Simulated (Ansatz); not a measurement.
`[Cl][GeH]([Cl])[Br]` → `ClBr` + `[Cl][GeH]` at 600 K and 1 bar (germylene formation by 1,1-elimination).

Computed with Ansatz on PBE0-D4/def2-TZVP structures; ΔE is electronic, products minus reactants. CCSD(T)/CBS adds triple-zeta CCSD(T) − MP2 to the extrapolated MP2 energy (def2 sets, frozen cores). For Br, Ge outer-core shells are correlated without core-valence functions, which leaves a few kJ/mol of doubt a bond. Scalar relativity is left out up to krypton.

```csv
species,CCSD(T)/CBS energy (Eh),H − E (kJ/mol),S (J/(mol·K))
`[Cl][GeH]([Cl])[Br]`,-5569.71077,76.7,413.1
`ClBr`,-3033.06727,22.9,264.8
`[Cl][GeH]`,-2536.49422,43.2,296.6
```

H − E and S are ideal-gas, rigid-rotor, harmonic terms from PBE0-D4/def2-TZVP. 1 Eh = 2625.50 kJ/mol, R = 8.31446 J/(mol·K).

**Question.** By hand: ΔE, ΔH, ΔS and ΔG.

**Answer.** ΔE = (-3033.06727) + (-2536.49422) − (-5569.71077) = 0.14928 Eh = 391.9 kJ/mol. Δ(H − E) = 22.9 + 43.2 − 76.7 = -10.6, so ΔH = 381.3 kJ/mol. ΔS = 264.8 + 296.6 − 413.1 = 148.3 J/(mol·K). ΔG = 381.3 − 600 × (148.3)/1000 = 292.3 kJ/mol.

**Question.** By hand: the equilibrium constant, and the temperature at which ΔG would vanish if ΔH and ΔS stayed fixed.

**Answer.** log₁₀ K = −ΔG/(RT ln 10) = -25.4. ΔG = 0 at ΔH/ΔS = 2571 K, far beyond where these terms or the molecules hold.

The number of gas molecules changes by +1, which sets the sign of ΔS. A doubt of 5 kJ/mol in ΔE shifts log₁₀ K by 0.4 here. These are equilibria of isolated gas molecules and say nothing of rates. Largest T1 diagnostic: 0.013 (customary marks: 0.02 for closed shells, 0.045 for open ones).
